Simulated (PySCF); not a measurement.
Compound: C₂H₁₀OSi₂.
Bonds: O1–Si2, Si2–C3, C3–C4, C4–Si5. Hydrogens: H6 on O1; H7, H8 on Si2; H9, H10 on C3; H11, H12 on C4; H13, H14, H15 on Si5.

Computed by this run: PBE0-D3(BJ)/def2-SVP geometry optimisation, gas phase in PySCF 2.14.0; density fitting, grid level 1; the optimiser is geomeTRIC in internal coordinates, started from a GFN2-xTB structure with every atom displaced at random (about 0.01 Å).

Geometry at step 0:
```
atom  x, y, z in Å
O1      2.3052   -0.4899    1.0606
Si2     2.0606   -0.1680   -0.5307
C3      0.2903    0.5417   -0.6344
C4     -0.7202   -0.4308   -0.1253
Si5    -2.5081    0.2886   -0.2149
H6      3.0909   -0.8347    1.3861
H7      2.1930   -1.4110   -1.2938
H8      3.0814    0.8026   -1.0089
H9      0.2523    1.4708   -0.0239
H10     0.0868    0.8178   -1.6481
H11    -0.7129   -1.3550   -0.7015
H12    -0.5077   -0.7130    0.9119
H13    -3.5070   -0.6813    0.2602
H14    -2.8360    0.6599   -1.5832
H15    -2.5838    1.4849    0.6331
```

Q: What forces act on the atoms?

A: 
| atom | Fx (eV/Å) | Fy (eV/Å) | Fz (eV/Å) |
| --- | --- | --- | --- |
| O1 | -2.248 | 0.881 | 0.018 |
| Si2 | -0.572 | 0.798 | -0.102 |
| C3 | 1.498 | 0.222 | 0.960 |
| C4 | -1.518 | -0.031 | 0.278 |
| Si5 | 1.027 | -0.625 | 0.483 |
| H6 | 2.239 | -0.987 | 0.824 |
| H7 | -0.032 | -0.491 | -0.501 |
| H8 | 0.100 | 0.156 | -0.193 |
| H9 | 0.178 | -0.134 | -0.254 |
| H10 | -0.177 | 0.410 | -1.155 |
| H11 | 0.011 | -0.475 | -0.256 |
| H12 | 0.007 | -0.076 | 0.236 |
| H13 | -0.330 | -0.330 | 0.149 |
| H14 | -0.142 | 0.211 | -0.768 |
| H15 | -0.042 | 0.469 | 0.282 |

The largest, 2.58 eV/Å, acts on H6; the rms over all components is 0.738 eV/Å. The forces sum to zero within rounding, as they must for an isolated molecule in no field.

Q: Give the force on H6 in Eh/bohr and in nN.

A: 2.582 eV/Å ÷ 51.422 = 0.05021 Eh/bohr, and 2.582 eV/Å × 1.602 = 4.14 nN.

Q: How far is this geometry from the end of the optimisation?

A: 0.210 eV above it, and 0.054 Å rms away after alignment. The bonds farthest from their final lengths, with half the difference of the two atoms' forces along the bond (positive lengthens):

```csv
bond,now (Å),final (Å),force along bond (eV/Å)
O1–H6,0.918,0.961,+2.41
C4–Si5,1.929,1.886,-1.29
Si5–H14,1.455,1.497,+0.83
C3–C4,1.492,1.534,+0.99
Si2–C3,1.910,1.871,-1.09
Si2–H7,1.465,1.500,+0.68
```

The angle farthest from its final value is Si2–O1–H6, 123.0° against 117.2°.

Of the 6 listed bonds off by 0.010 Å or more, this force points towards the final length in 6.

What follows is the cost of the whole optimisation. On one thread, Arm Neoverse V1 (aarch64), no GPU, shared host, this took 50 s of wall time and 0.50 GiB of memory at its peak.
